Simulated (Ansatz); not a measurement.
FeBr3. Total charge 0; sextet. Geometry r2SCAN-D4/def2-SVP; atoms count from 1.

Cartesian coordinates in Å:
```
Fe 0.0023 0.0057 -0.0035
Br 0.1543 1.1661 1.9548
Br 1.7880 -1.1964 -0.7589
Br -1.9446 0.0246 -1.1924
```

Estimate the Mulliken populations from the PBE0/def2-TZVP orbitals of Ansatz.


| atom | charge (e) | spin (α − β) | d electrons |
| --- | --- | --- | --- |
| Fe1 | 0.76 | 4.04 | 6.14 |
| Br2 | -0.25 | 0.32 | – |
| Br3 | -0.25 | 0.32 | – |
| Br4 | -0.25 | 0.32 | – |
Mulliken values depend strongly on the basis.

Where does the spin sit?

Summed by element: Fe 4.04, Br 0.96, of 5 unpaired in all. Largest on single atoms: Fe1 4.04, Br4 0.32, Br3 0.32.

And the Mayer bond orders between heavy atoms (over 0.3)?

Fe1–Br2 1.18 (2.28 Å); Fe1–Br3 1.18 (2.28 Å); Fe1–Br4 1.18 (2.28 Å).
